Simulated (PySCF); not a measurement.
CH₆ClGeN, SMILES [CH3][Ge@H]([NH2])[Cl].

The structure is a stationary point at ωB97X-D3(BJ)/def2-SVP. The structure was generated by enumeration; whether it is a known compound was not checked. The values are those of a single conformer.

Two levels are set side by side: PBE/def2-TZVP (PySCF) and ωB97X/def2-TZVP (PySCF). Same geometry, gas phase. Differences are taken from unrounded values.

```tsv
quantity	ωB97X	PBE	PBE minus ωB97X
orbital gap (eV)	12.85	5.93	-6.92
highest occupied level (eV)	-10.18	-6.27	3.91
lowest empty level (eV)	2.68	-0.34	-3.01
dipole moment (D)	1.90	1.91	0.01
mean polarisability (bohr³)	59.9	63.1	3.2
```

Without exact exchange PBE keeps part of each electron's self-repulsion, which lifts occupied levels and narrows the gap. PBE's more diffuse valence density responds more strongly to a field. Differences between two approximate levels are no errors against the true value.

Rough cost on one machine, each run with all the roots and properties that it gave: ωB97X against PBE within a factor of 2.
